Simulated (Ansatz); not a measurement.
Molecule: SnH5 (charge -1, singlet). SMILES: [SnH5-]
Geometry from a B3LYP-D3(BJ)/def2-TZVP (Ansatz, an electronic-structure program) optimisation:
```
Sn
H 1 1.7765
H 1 1.7765 2 120.00
H 1 1.7765 2 120.00 3 180.00
H 1 1.8796 2 90.00 3 -90.00
H 1 1.8796 2 90.00 5 180.00
```
Charge -1, spin multiplicity 1.

Q: Give the harmonic wavenumbers at B3LYP-D3(BJ)/def2-TZVP (Ansatz, finite differences of forces, unscaled).

A: 420, 420, 744, 744, 777, 944, 944, 1177, 1302, 1634, 1634, 1680 cm⁻¹. Zero-point energy 17.8 kcal/mol.

Q: From these and the geometry, give the ideal-gas thermochemistry at 298.15 K and 1 atm (rigid rotor, harmonic oscillator).

A: Point group D3h, rotational symmetry number 6. Rotational constants 52.95, 42.49, 42.49 GHz. S(trans) 40.35, S(rot) 15.20, S(vib) 2.86, S(elec, spin only) 0.00, S 58.4 cal/(mol K). H(298) - H(0) 2.99 kcal/mol; G - E(el) 3.3 kcal/mol.
